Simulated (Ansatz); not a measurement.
Calculated with Ansatz (gas phase, PBE0-D4/def2-TZVP geometries, no zero-point term in ΔE). CCSD(T)/CBS adds triple-zeta CCSD(T) − MP2 to the extrapolated MP2 energy (def2 sets, frozen cores). Functionals use def2-TZVPP. B3LYP here is the variant with VWN-RPA as its local correlation; programs differ in this. For Br outer-core shells are correlated without core-valence functions, which leaves a few kJ/mol of doubt a bond. Scalar relativity is left out up to krypton. One conformer a species, not always the lowest.

Consider the isomerisation: `C=CO[SiH2]Br` → `[SiH3]O/C=C\Br`.

| level | ΔE (kJ/mol) | difference from CCSD(T)/CBS |
| --- | --- | --- |
| PBE-D4 | 151.7 | -10.8 |
| r2SCAN-D4 | 160.4 | -2.1 |
| PBE0-D4 | 158.1 | -4.4 |
| B3LYP-D4 | 155.8 | -6.7 |
| ωB97X-V | 157.6 | -4.9 |
| ωB97M-V | 161.6 | -0.9 |
| B2PLYP | 157.4 | -5.1 |
| PBE | 151.9 | -10.6 |
| r2SCAN | 160.4 | -2.1 |
| PBE0 | 158.2 | -4.3 |
| B3LYP | 156.1 | -6.4 |
| HF/def2-TZVPP | 169.0 | 6.5 |
| MP2/def2-TZVPP | 157.7 | -4.8 |
| SCS-MP2/def2-TZVPP | 154.9 | -7.6 |
| CCSD/def2-TZVPP | 157.9 | -4.6 |
| CCSD(T)/def2-TZVPP | 155.5 | -7.0 |
| HF/def2-QZVPP | 168.8 | 6.3 |
| MP2/def2-QZVPP | 161.7 | -0.8 |
| SCS-MP2/def2-QZVPP | 158.8 | -3.7 |
| HF/CBS(def2) | 168.8 | 6.3 |
| MP2/CBS(def2) | 164.8 | 2.3 |
| CCSD/CBS(def2) | 165.0 | 2.5 |
| CCSD(T)/CBS | 162.5 | 0 |

Largest T1 diagnostic among the species: 0.011.

From PBE to PBE0 (25 % exact exchange), in def2-TZVPP and without D4, ΔE moves by +6.3 kJ/mol. In def2-TZVPP, CCSD(T) changes the Hartree–Fock value by −13.5 kJ/mol (the triples alone add −2.5 kJ/mol) and MP2 by −11.2 kJ/mol.

CCSD(T)/CBS has its own doubt, a few kJ/mol and more with outer-core shells, so smaller differences from it don't rank the levels.
